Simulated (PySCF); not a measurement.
The same groups moved round the core (norbornane formyl+boryl). All species are isolated molecules in the gas phase. One relaxed conformer stands for each flexible species; it need not be the lowest. Strings in code marks are SMILES.

The four lowest singlet excitations (Tamm–Dancoff). Level of theory: PBE0-D4/def2-TZVP // PBE0-D4/def2-SVP (PySCF). Excitations are Tamm–Dancoff values on a coarser integration grid. The basis has no diffuse functions, so Rydberg states are missing or too high.

```tsv
state	energy (eV)	wavelength (nm)	oscillator strength
S1	4.30	288	0.000
S2	4.90	253	0.037
S3	5.67	219	0.008
S4	5.80	214	0.001
```

Question: Say which member gives these states.
A) `B[C@@H]1[C@@H]2CC[C@@H](C2)[C@@H]1C=O`
B) `B[C@@H]1C[C@H]2CC[C@@H]1[C@H]2C=O`
C) `B[C@]12CC[C@](C=O)(CC1)C2`
D) `B[C@@]1(C=O)C[C@@H]2CC[C@H]1C2`

Answer: A, `B[C@@H]1[C@@H]2CC[C@@H](C2)[C@@H]1C=O`
